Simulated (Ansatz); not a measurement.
Ansatz results at the PBE0-D4/def2-TZVP geometry: HOMO energy (ωB97M-V/def2-TZVPP) -9.37 eV; HOMO–LUMO gap (PBE/def2-TZVPP) 4.37 eV; size of the dipole moment (B3LYP/def2-TZVPP) 3.58 D.

(1) Which molecule gave them?
A. `COC(C)=N`
B. `C=N[SiH](C)O`
C. `CNC(=O)[SiH3]`
D. `C[SiH](Cl)C#CO`

Answers

(1) C. The others give `COC(C)=N`: -10.00, 5.96, 1.27; `C=N[SiH](C)O`: -9.38, 3.69, 1.36; `C[SiH](Cl)C#CO`: -9.76, 5.32, 2.59.

B3LYP here is the variant with VWN-RPA as its local correlation; programs differ in this.
